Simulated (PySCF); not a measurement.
Compound: C4H8F2O2.
Numbering: `[CH3:1][O:2][CH2:3][C@H:4]([F:5])[O:6][CH2:7][F:8]` (hydrogens: H9, H10, H11 on C1; H12, H13 on C3; H14 on C4; H15, H16 on C7)

Level of theory: PySCF, PBE0-D3(BJ)/def2-SVP geometry optimisation, gas phase.

Problem. List the bond lengths, angles and torsions at this level.

Solution. 
```csv
bond,length (Å)
C1–O2,1.401
O2–C3,1.390
C3–C4,1.513
C4–F5,1.378
C4–O6,1.381
O6–C7,1.378
C7–F8,1.364
"C1–H9, C1–H10, C1–H11",1.103
C3–H12,1.101
C3–H13,1.108
C4–H14,1.104
C7–H15,1.100
C7–H16,1.104
```

Bonds in one row agree within 0.01 Å and their mean is given. A selection of angles:
```csv
angle,degrees
C1–O2–C3,115.7
O2–C3–C4,113.2
C3–C4–F5,110.5
C3–C4–O6,107.9
F5–C4–O6,109.2
C4–O6–C7,115.1
O6–C7–F8,110.6
```

Dihedral angles: C1–O2–C3–C4 85° (synclinal); O2–C3–C4–F5 -66° (synclinal); C3–C4–O6–C7 -164° (antiperiplanar); C4–O6–C7–F8 75° (synclinal).

Of the pairs four or more bonds apart, F5···H11 is among the closest relative to their van der Waals radii: 2.40 Å, 90 % of the sum of Bondi's values. O6 (ether oxygen) is bent (angle 115.1°). The C–O distances run from 1.378 Å (O6–C7, drawn single) to 1.401 Å (C1–O2, drawn single), a spread of 0.023 Å.

Point group: C1 (no symmetry element, even within 0.4 Å). PBE0-D3(BJ)/def2-SVP frequencies: not computed here. The numbers are those of one conformer.

On one thread of an Arm Neoverse V1, no GPU, shared host with 32 logical CPUs at a one-minute load of 12, this took 1.9 min and 0.59 GiB of memory at its peak. This is the geometry optimisation.
